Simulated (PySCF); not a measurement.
**SMILES CC(=C=C=C=CC)OC, C₈H₁₀O**

Molfile (atoms numbered from 1):
```
C8H10O
     RDKit          3D

 19 18  0  0  0  0  0  0  0  0999 V2000
    4.0449   -0.0609   -1.3066 C   0  0  0  0  0  0  0  0  0  0  0  0
    3.2181   -1.3085   -1.2663 C   0  0  0  0  0  0  0  0  0  0  0  0
    1.8997   -1.3559   -1.2524 C   0  0  0  0  0  0  0  0  0  0  0  0
    0.6156   -1.3971   -1.2377 C   0  0  0  0  0  0  0  0  0  0  0  0
   -0.6633   -1.4374   -1.2196 C   0  0  0  0  0  0  0  0  0  0  0  0
   -1.9908   -1.5024   -1.2572 C   0  0  0  0  0  0  0  0  0  0  0  0
   -2.7443   -1.5570   -2.5513 C   0  0  0  0  0  0  0  0  0  0  0  0
   -2.6748   -1.5826   -0.0879 O   0  0  0  0  0  0  0  0  0  0  0  0
   -4.0164   -1.1744   -0.0521 C   0  0  0  0  0  0  0  0  0  0  0  0
    4.6922    0.0071   -0.4158 H   0  0  0  0  0  0  0  0  0  0  0  0
    3.4161    0.8385   -1.3496 H   0  0  0  0  0  0  0  0  0  0  0  0
    4.7138   -0.0645   -2.1836 H   0  0  0  0  0  0  0  0  0  0  0  0
    3.7684   -2.2611   -1.2435 H   0  0  0  0  0  0  0  0  0  0  0  0
   -2.0395   -1.5641   -3.3910 H   0  0  0  0  0  0  0  0  0  0  0  0
   -3.4153   -0.6913   -2.6742 H   0  0  0  0  0  0  0  0  0  0  0  0
   -3.3624   -2.4689   -2.6072 H   0  0  0  0  0  0  0  0  0  0  0  0
   -4.3563   -1.3194    0.9815 H   0  0  0  0  0  0  0  0  0  0  0  0
   -4.1310   -0.1067   -0.3112 H   0  0  0  0  0  0  0  0  0  0  0  0
   -4.6621   -1.7732   -0.7167 H   0  0  0  0  0  0  0  0  0  0  0  0
  1  2  1  0
  2  3  2  0
  3  4  2  0
  4  5  2  0
  5  6  2  0
  6  7  1  0
  6  8  1  0
  8  9  1  0
  1 10  1  0
  1 11  1  0
  1 12  1  0
  2 13  1  0
  7 14  1  0
  7 15  1  0
  7 16  1  0
  9 17  1  0
  9 18  1  0
  9 19  1  0
M  END
```

Computed, not measured: quadratic response CAM-B3LYP/aug-cc-pVDZ first hyperpolarisability, Taylor convention, gas phase (PySCF 2.14.0). Geometry: PBE0-D3(BJ)/def2-SVP.

(1) Give the tensor of the second harmonic β(−2ω;ω,ω) at 1907 nm in the axes of these coordinates.

## Answers

(1) In au, Taylor convention; rows are the first index (the induced dipole):
```tsv
	xx	yy	zz	xy	xz	yz
x	-304.4	+0.5	-65.0	+1.8	+139.2	+19.5
y	+0.4	-69.0	-1.0	+1.8	+19.5	+13.3
z	+132.5	+13.3	+28.2	+19.1	-62.6	-0.8
```
Norm of βᵢ = ⅓ Σⱼ (βᵢⱼⱼ + βⱼᵢⱼ + βⱼⱼᵢ): 413.3 au, hyper-Rayleigh value 170.8 au.
